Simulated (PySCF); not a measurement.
## Electronic absorption of C6H13PSi

Compound: C₆H₁₃PSi.
Structure used (PBE0-D3(BJ)/def2-SVP), in Å, numbered top down from 1:
```
atom  x, y, z in Å
C1     1.910    0.195   -1.293
C2     1.844    0.049    0.042
C3     0.635    0.006    0.856
P4     0.677   -0.207    2.535
Si5   -1.101    0.191    0.091
C6    -2.401    0.105    1.446
C7    -1.409   -1.221   -1.117
C8    -1.231    1.866   -0.760
H9     2.876    0.212   -1.805
H10    1.021    0.303   -1.918
H11    2.790   -0.053    0.590
H12    2.107   -0.299    2.694
H13   -2.377   -0.859    1.977
H14   -3.400    0.215    0.991
H15   -2.278    0.906    2.190
H16   -1.368   -2.185   -0.585
H17   -2.408   -1.126   -1.570
H18   -0.668   -1.257   -1.929
H19   -2.246    2.013   -1.165
H20   -0.516    1.979   -1.587
H21   -1.035    2.672   -0.036
```

Method: TDDFT B3LYP/def2-SVPD, vertical, gas phase, core orbitals frozen in the response (PySCF).

Task: List the vertical singlet excitations with oscillator strengths and describe the spectrum.

Result: 

```json
{"state": "S1", "E (eV)": "4.22", "E (hartree)": "0.1549", "f": "0.0075", "main configurations (H = HOMO, L = LUMO)": "H-1→L (99%)"}
{"state": "S2", "E (eV)": "4.41", "E (hartree)": "0.1619", "f": "0.378", "main configurations (H = HOMO, L = LUMO)": "H→L (96%)"}
{"state": "S3", "E (eV)": "4.67", "E (hartree)": "0.1715", "f": "0.0008", "main configurations (H = HOMO, L = LUMO)": "H-2→L (93%)"}
{"state": "S4", "E (eV)": "5.20", "E (hartree)": "0.1910", "f": "0.0014", "main configurations (H = HOMO, L = LUMO)": "H-4→L (93%)"}
{"state": "S5", "E (eV)": "5.23", "E (hartree)": "0.1921", "f": "0.023", "main configurations (H = HOMO, L = LUMO)": "H-3→L (96%)"}
{"state": "S6", "E (eV)": "5.93", "E (hartree)": "0.2178", "f": "0.029", "main configurations (H = HOMO, L = LUMO)": "H→L+1 (58%), H-5→L (39%)"}
{"state": "S7", "E (eV)": "6.06", "E (hartree)": "0.2228", "f": "0.0021", "main configurations (H = HOMO, L = LUMO)": "H→L+2 (78%), H→L+3 (20%)"}
{"state": "S8", "E (eV)": "6.33", "E (hartree)": "0.2325", "f": "0.0001", "main configurations (H = HOMO, L = LUMO)": "H→L+3 (77%), H→L+2 (20%)"}
{"state": "S9", "E (eV)": "6.54", "E (hartree)": "0.2404", "f": "0.050", "main configurations (H = HOMO, L = LUMO)": "H-5→L (54%), H→L+1 (34%)"}
{"state": "S10", "E (eV)": "6.68", "E (hartree)": "0.2454", "f": "0.0052", "main configurations (H = HOMO, L = LUMO)": "H-6→L (87%), H→L+4 (10%)"}
```

Triplets (Tamm–Dancoff): T1 2.22 eV, H→L (97%); T2 3.40 eV, H-1→L (97%); T3 4.33 eV, H-2→L (57%), H-5→L (12%), H-3→L (12%); T4 4.35 eV, H-2→L (32%), H-3→L (23%), H-5→L (19%).

The lowest singlet lies at 4.22 eV (294 nm, ultraviolet) and is weak; its leading configuration is HOMO-1→LUMO (99%). The most intense listed level is S2 at 4.41 eV (281 nm, f = 0.378), 0.19 eV above S1. Löwdin shares by element: HOMO carbon 58% or more, phosphorus 30%; LUMO carbon 47% or more, phosphorus 40%. Weighted by f, the mean energy of these states is 4.78 eV. The listed states span 2.46 eV, and the widest gap between neighbours is 0.70 eV (S5 to S6). The oscillator strengths of these states sum to 0.496; summed over the whole spectrum of an exact calculation they would give the number of electrons, 78 (Thomas–Reiche–Kuhn). No computed singlet lies in the visible range (380 to 750 nm); the lowest, at 294 nm, stands 0.95 eV above its violet end (3.26 eV); a Tamm–Dancoff triplet lies at 558 nm, without intensity as long as spin–orbit coupling is left out. All these states lie below the vertical ionisation energy of 8.46 eV (ΔSCF). The window holds the lowest 10 singlets.

Time: 9.3 min of wall time; peak memory 1.1 GiB. Hardware: an Arm Neoverse N1 with one thread, no GPU (shared host).

One conformer stands for the species.
